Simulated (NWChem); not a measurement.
All runs are NWChem calculations. System: F$_{2}$Sn, charge -1, spin multiplicity 2, at the geometry of a parent with another charge or spin, in a state set for the comparison that need not be this species' ground state. Its SCF solution wasn't tested for a lower state. Level: UMP2/def2-TZVPD with def2 effective core potentials on Sn, 6 core orbitals frozen.

Output (cleaned and shortened):

```
             Northwest Computational Chemistry Package (NWChem) 7.3.0
             --------------------------------------------------------

                                NWChem Input Module
                                -------------------

 Scaling coordinates for geometry "geometry" by  1.889725989
 (inverse scale =  0.529177249)

 Turning off AUTOSYM since
 SYMMETRY directive was detected!

                             Geometry "geometry" -> ""
                             -------------------------

 Output coordinates in angstroms (scale by  1.889725989 to convert to a.u.)

  No.       Tag          Charge          X              Y              Z
 ---- ---------------- ---------- -------------- -------------- --------------
    1 Sn                  50.0000     0.00000000     0.00000000     0.34618100
    2 F                    9.0000     1.45959100     0.00000000    -0.96161400
    3 F                    9.0000    -1.45959100     0.00000000    -0.96161400

 Effective nuclear repulsion energy (a.u.)     257.7003022851

            Nuclear Dipole moment (a.u.)
            ----------------------------
        X                 Y               Z
 ---------------- ---------------- ----------------
     0.0000000000     0.0000000000    -0.0000037795

      Symmetry information
      --------------------

 Group name             C2v
 Group number             16
 Group order               4
 No. of unique centers     2

      Symmetry unique atoms

     1    2


 Summary of "ao basis" -> "" (spherical)
 ------------------------------------------------------------------------------
       Tag                 Description            Shells   Functions and Types
 ---------------- ------------------------------  ------  ---------------------
 *                         def2-tzvpd                 on all atoms

 Summary of "ao basis" -> "ao basis" (spherical)
 ------------------------------------------------------------------------------
       Tag                 Description            Shells   Functions and Types
 ---------------- ------------------------------  ------  ---------------------
 Sn                        def2-tzvpd               18       56   7s5p4d2f
 F                         def2-tzvpd               14       40   6s4p3d1f

                                 NWChem SCF Module
                                 -----------------

  ao basis        = "ao basis"
  functions       =   136
  atoms           =     3
[...]
     2   0 2 0    -31.957647    -21.179333    -10.778314      0.000000
     2   0 1 1     -0.000000     -0.000000     -0.000000      0.000000
     2   0 0 2    -33.600664    -52.802689    -49.652148     68.854173

                   NWChem MP2 Semi-direct Energy/Gradient Module
                   ---------------------------------------------

  Basis functions       =    136
  Molecular orbitals    =    136
  Frozen core           =      6
  Frozen virtuals       =      0
  Active alpha occupied =     15
  Active beta occupied  =     14
  Active alpha virtual  =    115
  Active beta virtual   =    116
  Use MO symmetry       = T
  Use skeleton AO sym   = T

  AO/Fock/Back tols     =   1.0D-09  1.0D-09  1.0D-09

 GA uses MA = F    GA memory limited = T

 Available:
  local mem=  1.26D+08
 global mem=  1.44D+08
 local disk=  0.00D+00
  mp2_memr nvloc                   115
  nvloc new                   115
   1 passes of  15:        5242880                     123947                  52658326.
   1 passes of  15: M    126139842           G      144142208           F     120896962.

 Semi-direct pass number   1 of   1  for UHF alpha       at        6.2s
  vrange nnbf                  8973
  mp2_eaftype                   200  avail_ma_in_mb                  1099
 EAF : mp2_eaftype filesize         200   26329163.
  mp2_eaf for mointskh                    200
Node 0 wrote    123.8 Mb in      0.1 s     Agg I/O rate:  2415.6 Mb/s
 Done moints_semi at       16.0s
  mp2_eaftype                   200  avail_ma_in_mb                   899
 EAF : mp2_eaftype filesize         200   26329163.
  mp2_eaf for kh                   200
 Done maket at       16.5s
 Done multipass loop at       16.5s

 GA uses MA = F    GA memory limited = T

 Available:
  local mem=  1.26D+08
 global mem=  1.44D+08
 local disk=  0.00D+00
  mp2_memr nvloc                   116
  nvloc new                   116
   1 passes of  14:        5242880                     118899                  49576998.
   1 passes of  14: M    126139842           G      144142208           F     120896962.

 Semi-direct pass number   1 of   1  for UHF beta        at       16.6s
  vrange nnbf                  8973
  mp2_eaftype                   189  avail_ma_in_mb                  1099
 EAF : mp2_eaftype filesize         189   24788499.
  mp2_eaf for mointskh                    189
Node 0 wrote    116.6 Mb in      0.0 s     Agg I/O rate:  3317.4 Mb/s
 Done moints_semi at       23.8s
  mp2_eaftype                   189  avail_ma_in_mb                   910
 EAF : mp2_eaftype filesize         189   24788499.
  mp2_eaf for kh                   189
 Done maket at       24.3s
 Done multipass loop at       24.3s

          -------------------------------------------
          SCF energy                -412.434491139152
          Correlation energy          -0.820623643990
          Singlet pairs                0.000000000000
          Triplet pairs                0.000000000000
          Total MP2 energy          -413.255114783142
          -------------------------------------------

          ---------------------------------------------------
                    Spin Component Scaled (SCS) MP2
          Same spin pairs                     -0.244356099740
          Same spin scaling factor             0.333333333333
          Opposite spin pairs                 -0.576267544250
          Opposite spin scaling fact.          1.200000000000
          SCS-MP2 correlation energy          -0.772973086347
          Total SCS-MP2 energy              -413.207464225499
          ---------------------------------------------------

 -----------------------
 Performance information
 -----------------------

 Timer overhead =  2.11D-07 seconds/call

               Nr. of calls         CPU time (s)                 Wall time (s)                GFlops
             ---------------    -------------------     ------------------------------   -------------------
Name         Min   Avg   Max    Min     Avg     Max     Min     Avg     Max   Mx/calls   Min     Max     Sum
mp2: moin     2     2     2    17.     17.     17.      17.     17.     17.     8.5      0.0     0.0     0.0
mp2: make     2     2     2   0.96    0.96    0.96     0.96    0.96    0.96    0.48      0.0     0.0     0.0
mp2: tota     1     1     1    18.     18.     18.      18.     18.     18.     18.      0.0     0.0     0.0

 The average no. of pstat calls per process was 5.00D+00
 with a timing overhead of 1.06D-06s

 Task  times  cpu:       24.3s     wall:       24.3s

 Total times  cpu:       24.3s     wall:       24.3s
```

Task: Write an NWChem input that would produce this output.

Result: One answer among several that fit: 
```
start mol
memory heap 200 mb stack 900 mb global 1100 mb
charge -1
geometry units angstroms nocenter noautoz
  Sn     0.000000     0.000000     0.346181
  F      1.459591     0.000000    -0.961614
  F     -1.459591     0.000000    -0.961614
  symmetry group C2v
end
basis spherical
  * library def2-tzvpd
end
ecp
  Sn library def2-ecp
end
scf
  uhf
  nopen 1
  maxiter 100
  thresh 1e-7
  semidirect memsize 60000000 filesize 0
  # guess.movecs holds the orbitals of an unrestricted PBE0 run
  vectors input guess.movecs output mol.movecs
end
mp2
  freeze core 6
end
task mp2 energy
```
